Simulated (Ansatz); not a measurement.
One geometry of the cluster Ge3F3⁻, several levels of theory.

```yaml
crystal:
  periodic: [false, false, false]
  atoms:
    - {symbol: Ge, position_ang: [-1.010648, -0.348477, -2.026390]}
    - {symbol: Ge, position_ang: [0.129917, -0.149430, 0.082775]}
    - {symbol: Ge, position_ang: [-0.518252, 1.882381, 1.197311]}
    - {symbol: F, position_ang: [-0.384102, -1.913299, -2.728067]}
    - {symbol: F, position_ang: [0.451593, 1.876429, 2.744219]}
    - {symbol: F, position_ang: [1.331492, -1.347615, 0.730152]}
basis:
  gaussian: {orbitals: def2-TZVPD, initial_orbitals: start.molden}
total_charge: -1
hamiltonian: {xc: {name: CAM-B3LYP}, dispersion: d4}
scf: {omitted_lower_state_checks: [starts]}
output: {orbitals: {seedname: orbitals}}
```

The file start.molden holds the orbitals of an earlier run on this structure, at another level or in another basis.

```sh
$ ansatz run in.yaml --threads 4 --pin off --events-out ev --progress --plain --max-ram 4787MiB
```

Shortened log:

```
Functional definition: CAM-B3LYP
1833 factors; their error is unknown
441 factors; integrals over basis functions are off by at most 3.6e-5 eV
mean field evaluation 1: about -177721.3392 eV, gradient 8.9e0 eV
mean field evaluation 2: about -177721.4390 eV, gradient 1.2e-1 eV
mean field evaluation 4: about -177721.9740 eV, gradient 3.5e-4 eV
mean field -177721.97397131 eV, -6531.1620791651 hartree, gradient 2.5e-5 eV, S^2 0.000000; 0 other end points of the search recorded, 0 dependent functions left out
reference -177721.97411881 eV, -6531.1620845855 hartree; 62, 62 occupied and 220, 220 virtual orbitals, 1833 factors
Total energy: -177722.17377843 eV, -6531.1694219411 hartree
Checks for a lower state left out: starts
```

Hardware: 4 threads of Arm Neoverse V1 on a shared host. Wall time 13 s, peak host memory 1.3 GiB.

First input, but with `hamiltonian: {xc: pbe, dispersion: d4}`, `output: {forces: true, orbitals: {seedname: orbitals}}` (abridged; 5.5 s):

```
Functional definition: PBE
mean field -177681.35443599 eV, -6529.6693387751 hartree, gradient 2.7e-5 eV, S^2 0.000000
Total energy: -177681.57107387 eV, -6529.6773000703 hartree
Atom 0 force    -0.167099     0.096058    -0.168787 eV/Å
Atom 1 force     0.089981    -0.091954     0.057606 eV/Å
Atom 2 force    -0.142658     0.215023    -0.001343 eV/Å
Atom 3 force     0.040476    -0.142989    -0.093175 eV/Å
Atom 4 force     0.078555     0.025727     0.152834 eV/Å
Atom 5 force     0.100745    -0.101866     0.052865 eV/Å
Dipole moment:    -0.309887     0.304543    -0.164453 e Å
Checks for a lower state left out: starts
```

The first input with `hamiltonian: {xc: {name: PBE-QIDH}}` and without the key `output` (abridged; 15 s):

```
Functional definition: PBE-QIDH
mean field -177641.57643718 eV, -6528.2075242811 hartree, gradient 3.1e-6 eV, S^2 0.000000; unrestricted orbitals would lower it
30 core orbitals not correlated: weight in the atoms' cores, before any rotation towards them, 1.000 or more for the frozen orbitals, at most 0.000 for the correlated occupied ones
second order -45.60149955 eV of doubles, -0.00000000 eV of singles
Total energy: -177656.77695670 eV, -6528.7661330701 hartree
Checks for a lower state left out: starts
```

As the first input, with `hamiltonian: {xc: r2scan, dispersion: d4}` (abridged; 8.5 s):

```
Functional definition: r2SCAN
mean field -177710.06739430 eV, -6530.7245205304 hartree, gradient 1.8e-5 eV, S^2 0.000000
Total energy: -177710.11482530 eV, -6530.7262635877 hartree
Checks for a lower state left out: starts
```

The first input with `gaussian: {orbitals: def2-SVPD, initial_orbitals: start.molden}`, `correlation: {method: ccsd_t}` and without the key `hamiltonian` (abridged; 2.5 min):

```
Functional definition: HF
mean field -177514.60587327 eV, -6523.5414421211 hartree, gradient 7.3e-6 eV, S^2 0.000000; unrestricted orbitals would lower it
30 core orbitals not correlated: weight in the atoms' cores, before any rotation towards them, 1.000 or more for the frozen orbitals, at most 0.000 for the correlated occupied ones
second order -34.43910514 eV of doubles, -0.00000000 eV of singles
cycle   1  -32.85314161 eV  change     1.6e0 eV  update   1.9e-1
cycle   2  -33.93805073 eV  change    -1.1e0 eV  update   6.7e-2
cycle   3  -34.17945345 eV  change   -2.4e-1 eV  update   3.5e-2
cycle   4  -34.15195592 eV  change    2.7e-2 eV  update   1.1e-2
cycle   5  -34.13701700 eV  change    1.5e-2 eV  update   5.3e-3
cycle   6  -34.14127255 eV  change   -4.3e-3 eV  update   2.3e-3
cycle   7  -34.14220280 eV  change   -9.3e-4 eV  update   1.1e-3
cycle   8  -34.14120924 eV  change    9.9e-4 eV  update   3.8e-4
cycle   9  -34.14116531 eV  change    4.4e-5 eV  update   1.8e-4
cycle  10  -34.14145115 eV  change   -2.9e-4 eV  update   7.7e-5
cycle  11  -34.14131165 eV  change    1.4e-4 eV  update   3.8e-5
cycle  12  -34.14130265 eV  change    9.0e-6 eV  update   1.8e-5
perturbative correction -1.22181045 eV, -0.0449007057 hartree
Total energy: -177549.96898637 eV, -6524.8410125576 hartree
Checks for a lower state left out: starts
```

As the first input, with `hamiltonian: {xc: pbe0, dispersion: d4}` (abridged; 12 s):

```
Functional definition: PBE0
mean field -177684.85756123 eV, -6529.7980762530 hartree, gradient 6.8e-5 eV, S^2 0.000000
Total energy: -177685.04523537 eV, -6529.8049731506 hartree
Checks for a lower state left out: starts
```

Geometry: r2SCAN-D4/def2-SVPD.

Correlated methods freeze 30 core orbitals; core or outer-core shells of Ge are correlated, in sets that lack core-valence functions. The restricted singlet is unstable towards broken spin symmetry at other levels; at CAM-B3LYP-D4/def2-TZVPD, PBE-D4/def2-TZVPD, r2SCAN-D4/def2-TZVPD, PBE0-D4/def2-TZVPD this wasn't settled. At PBE-QIDH/def2-TZVPD, CCSD(T)/def2-SVPD the restricted singlet (for correlated methods, its reference) is unstable: a solution with broken spin symmetry lies lower. The geometry of the singlet was relaxed on an unsound state (restricted singlet, unstable towards broken spin symmetry at other levels and untested here). Another isomer (singlet) lies 0.06 eV lower at PBE0-D4/def2-TZVPD; other spin states weren't run for this one.
